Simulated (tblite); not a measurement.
Species: C4H11N3OSi2.
Numbering: `[CH3:1][C:2](=[O:3])[NH:4][Si@H:5]([CH2:6][C:7]#[N:8])[SiH2:9][NH2:10]` (hydrogens: H11, H12, H13 on C1; H14 on N4; H15 on Si5; H16, H17 on C6; H18, H19 on Si9; H20, H21 on N10)

A start from a force field or distance geometry was refined with tblite, GFN2-xTB geometry optimisation, gas phase. Values at the start:

```
    coordinate    start
         C1–C2  1.516 Å
        C1–H11  1.092 Å
         C2=O3  1.238 Å
         C2–N4  1.370 Å
        N4–Si5  1.764 Å
        Si5–C6  1.852 Å
       Si5–Si9  2.348 Å
       Si5–H15  1.495 Å
         C6–C7  1.463 Å
        C6–H16  1.108 Å
        C6–H17  1.100 Å
         C7≡N8  1.158 Å
       Si9–N10  1.705 Å
       Si9–H18  1.485 Å
       Si9–H19  1.484 Å
       N10–H20  1.011 Å
      C1–C2–O3   120.5°
      C1–C2–N4   114.1°
     C2–N4–Si5   120.6°
      O3–C2–N4   125.4°
     N4–Si5–C6   112.6°
    N4–Si5–Si9   110.6°
   Si5–Si9–N10   112.0°
    C6–Si5–Si9   108.2°
  C2–N4–Si5–C6      60°
  N4–Si5–C6–C7     175°
N4–Si5–Si9–N10     -14°
```

**Question.** How do these coordinates change at the GFN2-xTB level?

**Answer.** 
```json
{"coordinate": "Si5–C6", "GFN2-xTB (Å or °)": "1.928", "change": "+0.076"}
{"coordinate": "C6–C7", "GFN2-xTB (Å or °)": "1.424", "change": "-0.039"}
{"coordinate": "Si5–Si9", "GFN2-xTB (Å or °)": "2.312", "change": "-0.036"}
{"coordinate": "C2–N4", "GFN2-xTB (Å or °)": "1.344", "change": "-0.026"}
{"coordinate": "Si5–H15", "GFN2-xTB (Å or °)": "1.476", "change": "-0.019"}
{"coordinate": "C2=O3", "GFN2-xTB (Å or °)": "1.220", "change": "-0.018"}
{"coordinate": "Si9–N10", "GFN2-xTB (Å or °)": "1.723", "change": "+0.018"}
{"coordinate": "C6–H16", "GFN2-xTB (Å or °)": "1.091", "change": "-0.017"}
{"coordinate": "Si9–H18", "GFN2-xTB (Å or °)": "1.468", "change": "-0.017"}
{"coordinate": "C7≡N8", "GFN2-xTB (Å or °)": "1.145", "change": "-0.013"}
{"coordinate": "N4–Si5", "GFN2-xTB (Å or °)": "1.776", "change": "+0.012"}
{"coordinate": "Si9–H19", "GFN2-xTB (Å or °)": "1.475", "change": "-0.009"}
{"coordinate": "C6–H17", "GFN2-xTB (Å or °)": "1.092", "change": "-0.008"}
{"coordinate": "C1–C2", "GFN2-xTB (Å or °)": "1.508", "change": "-0.008"}
{"coordinate": "C1–H11", "GFN2-xTB (Å or °)": "1.088", "change": "-0.004"}
{"coordinate": "N10–H20", "GFN2-xTB (Å or °)": "1.008", "change": "-0.003"}
{"coordinate": "N4–Si5–C6", "GFN2-xTB (Å or °)": "104.4", "change": "-8.2"}
{"coordinate": "O3–C2–N4", "GFN2-xTB (Å or °)": "119.3", "change": "-6.1"}
{"coordinate": "C6–Si5–Si9", "GFN2-xTB (Å or °)": "113.3", "change": "+5.1"}
{"coordinate": "N4–Si5–Si9", "GFN2-xTB (Å or °)": "115.1", "change": "+4.5"}
{"coordinate": "Si5–Si9–N10", "GFN2-xTB (Å or °)": "107.6", "change": "-4.4"}
{"coordinate": "C2–N4–Si5", "GFN2-xTB (Å or °)": "116.2", "change": "-4.4"}
{"coordinate": "C1–C2–O3", "GFN2-xTB (Å or °)": "123.6", "change": "+3.1"}
{"coordinate": "C1–C2–N4", "GFN2-xTB (Å or °)": "117.1", "change": "+3.0"}
{"coordinate": "C2–N4–Si5–C6", "GFN2-xTB (Å or °)": "73", "change": "+13"}
{"coordinate": "N4–Si5–Si9–N10", "GFN2-xTB (Å or °)": "-1", "change": "+13"}
{"coordinate": "N4–Si5–C6–C7", "GFN2-xTB (Å or °)": "169", "change": "-6"}
```

The energy falls by 50.5 kJ/mol over 143 L-BFGS steps, the largest force on an atom goes from 2.22 to 0.010 eV/Å, and the atoms move by 0.375 Å rms after alignment. The bond that changes most is Si5–C6 (SiH silicon to sp3 carbon bound to silicon), which lengthens by 0.076 Å. Bonds longer at the end by more than 0.005 Å: 3 of 20; shorter: 13. Among the dihedrals that turn most is H12–C1–C2–O3, from 87° to 119°. Rotational constants go from 1216, 659.0, 492.6 to 1244, 693.8, 509.6 MHz.

Its GFN2-xTB frequencies are all real (lowest 25 cm⁻¹). The numbers are those of one conformer. 3 starts were optimised and ended at 0.00, 0.44 and 3.47 kcal/mol (GFN2-xTB); the lowest of these is shown.

All values are computed, not measured.
